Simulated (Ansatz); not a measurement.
Isolated molecules relaxed with PBE0-D4/def2-TZVP in Ansatz; ΔE leaves out vibrations. CCSD(T)/CBS adds triple-zeta CCSD(T) − MP2 to the extrapolated MP2 energy (def2 sets, frozen cores). Functionals use def2-TZVPP. B3LYP here is the variant with VWN-RPA as its local correlation; programs differ in this. def2 core potentials past Kr. For Sn outer-core shells are correlated without core-valence functions, which leaves a few kJ/mol of doubt a bond. Each species was taken in one conformer, which may not be the lowest.

Consider the redistribution: `B[SiH](O)C=O` + `CC#[C][SnH3]` → `O=C[SiH](O)[SnH3]` + `BC#CC`.

```
             level  ΔE (kJ/mol)  difference from CCSD(T)/CBS
            PBE-D4        -91.0                        -18.2
         r2SCAN-D4        -87.0                        -14.2
           PBE0-D4        -86.0                        -13.2
          B3LYP-D4        -87.7                        -14.9
           ωB97X-V        -70.6                          2.2
           ωB97M-V        -76.5                         -3.7
            B2PLYP        -79.2                         -6.4
               PBE        -90.3                        -17.5
            r2SCAN        -86.8                        -14.0
              PBE0        -85.2                        -12.4
             B3LYP        -86.7                        -13.9
     HF/def2-TZVPP        -64.3                          8.5
    MP2/def2-TZVPP        -70.0                          2.8
SCS-MP2/def2-TZVPP        -64.8                          8.0
   CCSD/def2-TZVPP        -63.6                          9.2
CCSD(T)/def2-TZVPP        -64.7                          8.1
     HF/def2-QZVPP        -64.7                          8.1
    MP2/def2-QZVPP        -74.8                         -2.0
SCS-MP2/def2-QZVPP        -69.3                          3.5
      HF/CBS(def2)        -64.7                          8.1
     MP2/CBS(def2)        -78.1                         -5.3
    CCSD/CBS(def2)        -71.7                          1.1
       CCSD(T)/CBS        -72.8                            0
```

Largest T1 diagnostic among the species: 0.016.

From PBE to PBE0 (25 % exact exchange), in def2-TZVPP and without D4, ΔE moves by +5.0 kJ/mol.
